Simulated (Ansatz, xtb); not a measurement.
**Two isomers of C2H4BF**

We compare a, `BC(=C)F`, a singlet, with b, `B/C=C\F`, a singlet. Both are isolated molecules in the gas phase, relaxed with PBE-D3(BJ)/def2-SVP; the shapes shown needn't be the lowest conformers.

a (Å):

```xyz
8

C    -0.5010    0.5277   -1.5750
C     0.6939    0.0585   -1.1322
B    -1.0432    1.9373   -1.2482
F    -1.2614   -0.2889   -2.3476
H    -0.3616    2.6673   -0.5575
H    -2.1203    2.3057   -1.6688
H     1.3266    0.7016   -0.5056
H     1.0493   -0.9541   -1.3841
```

b (Å):

```yaml
atoms:
  - { symbol: C, position_ang: [-0.5944, 0.5027, -1.5273] }
  - { symbol: C, position_ang: [0.3908, -0.0855, -0.8047] }
  - { symbol: B, position_ang: [-0.7494, 2.0215, -1.7086] }
  - { symbol: F, position_ang: [1.3410, 0.5923, -0.1654] }
  - { symbol: H, position_ang: [0.0388, 2.7902, -1.1935] }
  - { symbol: H, position_ang: [-1.6663, 2.4661, -2.3731] }
  - { symbol: H, position_ang: [-1.2936, -0.2169, -1.9866] }
  - { symbol: H, position_ang: [0.5197, -1.1756, -0.6626] }
```

Quicker runs give these differences E(b) − E(a): GFN2-xTB −0.38 kcal/mol; HF/STO-3G −3.48 kcal/mol (at GFN2-xTB geometries); r2SCAN-D4/def2-SVP −2.86 kcal/mol (at GFN2-xTB geometries).

Question: Estimate E(b) − E(a) at the level CCSD(T)/def2-TZVP.

Answer: Too close to call at this level: CCSD(T)/def2-TZVP gives E(b) − E(a) = −0.85 kcal/mol.

Level by level:

```csv
level,geometry,E(b) − E(a) (kcal/mol),departure from the last row (kcal/mol),"job, with rough time for the two"
GFN2-xTB,GFN2-xTB,−0.38,+0.47,"optimisation, 0.075 s"
HF/STO-3G,GFN2-xTB,−3.48,−2.63,"single point, 0.16 s"
r2SCAN-D4/def2-SVP,GFN2-xTB,−2.86,−2.01,"single point, 1.3 s"
PBE-D3(BJ)/def2-SVP,PBE-D3(BJ)/def2-SVP,−2.70,−1.85,"optimisation, 5.2 s"
HF/def2-TZVP,PBE-D3(BJ)/def2-SVP,−1.15,−0.31,part of the CCSD(T) run
MP2/def2-TZVP,PBE-D3(BJ)/def2-SVP,−1.57,−0.72,part of the CCSD(T) run
CCSD(T)/def2-TZVP,PBE-D3(BJ)/def2-SVP,−0.85,,"single point, 16 s"
```

As drawn, both hold the same kinds of bond in the same numbers.

The largest departure from CCSD(T)/def2-TZVP is that of HF/STO-3G, 2.63 kcal/mol.

With harmonic frequencies from PBE-D3(BJ)/def2-SVP (ideal gas, rigid rotor, one conformer each, 298.15 K, 1 atm): the zero-point term adds +0.52 kcal/mol; ΔH is −0.36 and ΔG −0.32 kcal/mol.

The correlated steps freeze 4 core orbitals. Run with Ansatz 0.2.0, xtb 6.7.1; the last row on 2 threads of Intel(R) Xeon(R) 6975P-C (Granite Rapids) on a shared host.
